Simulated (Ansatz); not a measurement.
`COB(O)Br`, charge 0, multiplicity 1.

**Question.** Give a relaxed structure at PBE0-D4/def2-TZVP (Ansatz). (An estimate is asked.)

**Answer.** The calculation gave: 
```xyz
9

C     0.151    1.343   -0.574
O     0.519    0.387    0.399
B     0.010   -0.847    0.488
O     0.448   -1.667    1.466
Br   -1.351   -1.486   -0.767
H    -0.913    1.579   -0.508
H     0.372    0.981   -1.581
H     0.734    2.242   -0.377
H     0.029   -2.530    1.454
```
Point group Cs.
This is one stationary point; other conformers may exist.
